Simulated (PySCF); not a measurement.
**What went wrong, or what changed?**

The sound run of [BiCl4]− (singlet) uses PySCF 2.14.0, RKS r2SCAN, Bi def2-SVP with ECP60, Cl def2-SVP; non-relativistic Hamiltonian with scalar-relativistic core potentials where named; density fitting; no spin-orbit coupling, grid (50, 194), threshold 1e-8 and 55 cycles at the relaxed geometry:
```xyz
5

Bi    0.0049    0.2339    0.0000
Cl   -0.0267   -1.2861    2.1349
Cl   -0.0267   -1.2861   -2.1349
Cl    2.1429    1.7392    0.0000
Cl   -2.0688    1.8268    0.0000
```
This run, with dm0 from free metal ions and neutral atoms, differs:

```python
mol = gto.M(atom='''
Bi     0.00486     0.23390    -0.00000
Cl    -0.00478    -0.23006     0.65165
Cl    -0.02673    -1.28613    -2.13494
Cl     2.14291     1.73924    -0.00000
Cl    -2.06879     1.82678     0.00000''',
    basis={'Bi': 'def2-SVP', 'Cl': 'def2-SVP'},
    ecp={'Bi': 'def2-SVP'},
    charge=-1, spin=0)
mf = dft.RKS(mol, xc='R2SCAN')
mf.grids.atom_grid = (50, 194)
mf = mf.density_fit()  # fitting sets: Bi def2-universal-JKFIT, Cl def2-universal-JKFIT
mf.conv_tol = 1e-08; mf.max_cycle = 70
mf.kernel(dm0)
mf.nuc_grad_method().kernel()
```

What was changed, and how did it end?

One atom was put far too close to the first. It converged in 9 cycles, 492.502 eV from the sound run, largest force component 1836.69 eV/Å. The cycle limit differs too. These settings are unsound on purpose: the numbers aren't the compound's.
```
init E= -2086.45409322869
cycle= 1 E= -2036.68574003341  delta_E= 49.8  |g|=  1.5  |ddm|= 39.1
cycle= 2 E= -2036.86989870678  delta_E= -0.184  |g|= 0.783  |ddm|=   11
cycle= 3 E= -2036.99838406323  delta_E= -0.128  |g|= 0.133  |ddm|= 6.26
cycle= 4 E= -2037.00174644317  delta_E= -0.00336  |g|= 0.0759  |ddm|= 0.793
cycle= 5 E= -2037.00349269922  delta_E= -0.00175  |g|= 0.00935  |ddm|= 1.05
...
cycle= 7 E= -2037.00351662268  delta_E= -2e-06  |g|= 0.000367  |ddm|= 0.046
cycle= 8 E= -2037.00351665794  delta_E= -3.53e-08  |g|= 8.88e-05  |ddm|= 0.00731
cycle= 9 E= -2037.0035166599  delta_E= -1.96e-09  |g|= 3.64e-05  |ddm|= 0.000749
Extra cycle  E= -2037.00351665931  delta_E= 5.89e-10  |g|= 5.53e-05  |ddm|= 0.000928
converged SCF energy = -2037.00351665931
```

Run from Python with OMP_NUM_THREADS=2; the lines above give its settings.
It took 4.3 s on 2 threads of Arm Neoverse V1, with other jobs on the host.

No frequency check is given that shows the relaxed geometry to be a minimum.
